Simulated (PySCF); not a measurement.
Compound: C3H10OSi4.
Structure used (GFN2-xTB), in Å, numbered top down from 1:
```xyz
18
C3H10OSi4 angstrom
C     -2.5301    0.2574    2.3034
C     -1.4374    0.2951    1.5563
Si    -1.1778   -0.6391   -0.0536
Si    -0.3739    0.7958   -1.7665
Si     1.7836   -0.1269   -1.4510
C      2.5456    1.0669   -0.1951
O      1.9071    1.4022    0.7837
Si     0.8859   -1.8131   -0.0520
H     -3.3853   -0.3395    2.0261
H     -2.6290    0.8129    3.2240
H     -0.6060    0.9086    1.8819
H     -2.4229   -1.3965   -0.2928
H     -0.4961    2.2497   -1.6098
H     -0.9155    0.5548   -3.1143
H      2.8228   -0.3020   -2.4807
H      3.5692    1.4739   -0.3281
H      0.8688   -3.1422   -0.6848
H      1.5823   -2.0516    1.2174
```

NICS = −σ at a ghost point: NICS(0) at the centroid of the ring atoms, NICS(1) 1 Å to either side along the normal of their mean plane, zz for the tensor component along that normal. Level: GIAO PBE0/pcSseg-1 (PySCF, non-relativistic, gas phase) on the GFN2-xTB geometry, one conformer.

Ring bond lengths (Å), with Mayer bond orders in brackets: Si3–Si4 2.375 (0.82), Si4–Si5 2.368 (0.85), Si5–Si8 2.368 (0.85), Si8–Si3 2.374 (0.82).

**Question.** Give the NICS values of each ring in ppm.

**Answer.** 
| ring | type | NICS(0) | NICS(1), two faces | NICS(1)zz, two faces | rms pucker (Å) | centre to ring atoms, mean (Å) |
| --- | --- | --- | --- | --- | --- | --- |
| Si3–Si4–Si5–Si8 | 4-membered ring with 4 Si; formal bonds all single | 2.5 | 0.3 / -0.5 | 4.3 / 6.2 | 0.10 | 1.67 |

**Question.** What can be read from them?

**Answer.** 
- Si3–Si4–Si5–Si8: mean NICS(1)zz 5.2 ppm, deshielded. Si3, Si4, Si5, Si8 have four or more neighbours, and the NICS criterion for π rings isn't applied.

**Question.** What is the mean of the two in-plane components of NICS at the second NICS(1) probe listed for ring Si3–Si4–Si5–Si8, 1 Å off the ring?

**Answer.** The isotropic value is a third of the trace: (3 × -0.5 − (6.2))/2 = -3.9 ppm.
